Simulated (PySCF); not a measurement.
In(OH)(OMe)(NH2) (CH₆InNO₂), SMILES [O]([In]([OH])[NH2])C. Geometry: PBE-D3(BJ)/def2-SVP. The structure was generated by enumeration; whether it is a known compound was not checked. The def2 effective core potentials stand for the cores of In; spin–orbit coupling is left out. The values are those of a single conformer.

Computed equilibrium geometry at PBE-D3(BJ)/def2-SVP (PySCF confirms it by a frequency run) as Cartesian coordinates in Å (one conformer of several):
```xyz
11

In    -0.0289     0.1487     0.2800
O     -1.5509    -1.1034     0.7616
H     -2.0052    -0.7563     1.5542
O      0.8016    -0.2055    -1.5311
C      0.4470    -1.3404    -2.2904
H     -0.6510    -1.5358    -2.3361
H      0.7949    -1.1863    -3.3380
H      0.9302    -2.2791    -1.9240
N      0.5167     1.8756     1.2785
H      1.4632     2.1526     0.9787
H      0.5784     1.7042     2.2926
```
Charge 0, spin multiplicity 1.
